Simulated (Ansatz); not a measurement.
`[CH3][InH][CH3]` + `N[SiH2][AlH2]` → `CN[SiH2][AlH2]` + `[CH3][InH2]`  (substitution at a C–In bond)

Calculated with Ansatz (gas phase, PBE0-D4/def2-TZVP geometries, no zero-point term in ΔE). CBS: MP2 limit from def2 TZ/QZ plus the TZ coupled-cluster correction, frozen cores. Elements past krypton have def2 core potentials. For In outer-core shells are correlated without core-valence functions, which leaves a few kJ/mol of doubt a bond. Each species was taken in one conformer, which may not be the lowest.

| species | HF/def2-QZVPP energy (Eh) |
| --- | --- |
| `[CH3][InH][CH3]` | -269.02777 |
| `N[SiH2][AlH2]` | -588.85834 |
| `CN[SiH2][AlH2]` | -627.89256 |
| `[CH3][InH2]` | -229.97196 |

Problem. Work out ΔE.

Solution. ΔE = (-627.89256) + (-229.97196) − (-269.02777) − (-588.85834) = 0.02159 Eh = +56.7 kJ/mol. CCSD(T)/CBS gives +72.6 kJ/mol.

Largest T1 diagnostic among the species: 0.013.

The D4 term adds −3.3 kJ/mol with B3LYP and −1.9 kJ/mol with PBE0; it sums over pairs of atoms, weighted by their polarisabilities, and B3LYP, whose exchange is more repulsive, gets the larger term. In def2-TZVPP, CCSD(T) changes the Hartree–Fock value by +12.4 kJ/mol (the triples alone add +1.1 kJ/mol) and MP2 by +20.4 kJ/mol.

B3LYP here is the variant with VWN-RPA as its local correlation; programs differ in this.
